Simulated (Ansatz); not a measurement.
H2Au3⁺. The state is a singlet with charge 1. Geometry PBE-D4/def2-TZVP, basis def2-TZVP, Ansatz.

```xyz
5

Au    0.0644    0.2328    0.0292
Au   -0.9060   -1.7705   -1.4718
Au   -0.2032   -2.2698    0.9634
H     0.4089    1.9850   -0.1581
H     0.6360    1.8226    0.6373
```

| run | HOMO (eV) | LUMO (eV) |
| --- | --- | --- |
| A | -11.77 | -9.35 |
| B | -12.79 | -8.68 |
| C | -15.17 | -6.09 |
| D | -13.00 | -8.32 |
| E | -11.92 | -9.13 |

In the def2 sets Au takes a core potential; there is no spin–orbit coupling. LC-ωPBE has ω = 0.4 bohr⁻¹. B3LYP takes the VWN-RPA correlation. In the singlet, H4 and H5 lie 0.84 Å apart (atoms count from 1), so H2 has formed as a molecule. Another isomer (singlet) lies 0.04 eV lower at PBE-D4/def2-TZVP; other spin states weren't run for this one.

**Question.** The runs used B3LYP, LC-ωPBE, PBE, PBE0, r2SCAN. Estimate which is which.

**Answer.** A PBE (0 % exact exchange); B B3LYP (20 % exact exchange); C LC-ωPBE (range-separated); D PBE0 (25 % exact exchange); E r2SCAN (0 % exact exchange). Exact exchange lowers occupied and raises empty levels; among semilocal functionals meta-GGAs tend to open the gap a little, and such runs are hard to tell apart. The gap grows from 2.42 eV (PBE) to 9.08 eV (LC-ωPBE).
